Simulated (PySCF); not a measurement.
**GeH₄ + CH₂ → GeH₂ + CH₄**

Level: PBE0 in the def2-TZVP basis family, all electrons, no relativity, computed in PySCF with density fitting; open shells unrestricted.

| species | state and structure | ZPE (kJ/mol) | H(298 K) − H(0) (kJ/mol) | S° (J/(mol K)) |
| --- | --- | --- | --- | --- |
| GeH₄ | singlet, Td, Ge–H 1.534 Å (×4) | 77.8 | 10.7 | 217.5 |
| CH₂ | triplet, C2v, C–H 1.079 Å (×2); H–C–H 134.8° | 45.5 | 10.0 | 195.3 |
| GeH₂ | singlet, C2v, Ge–H 1.594 Å (×2); H–Ge–H 90.6° | 28.7 | 10.0 | 220.6 |
| CH₄ | singlet, Td, C–H 1.090 Å (×4) | 117.5 | 10.0 | 186.2 |

(1) Is the gas-phase reaction uphill or downhill in electronic energy at this level, and by how much?

(2) Add zero-point, thermal and entropy terms for 298.15 K and 1 bar.

## Answers

(1) At PBE0/def2-TZVP, ΔE = -304.1 kJ/mol, downhill. Both ends count: the low oxidation state of carbon is very reactive, and germanium holds its high one more weakly.

(2) ΔZPE = 22.9 and Δ[H(298) − H(0)] = -0.7 kJ/mol give ΔH° = -281.9 kJ/mol. ΔS° = -6.0 J/(mol K), so ΔG° = -281.9 − 298.15 × (-0.0060) = -280 kJ/mol.

Each species is the lowest minimum found with this bonding; other isomers or fragments can lie lower.
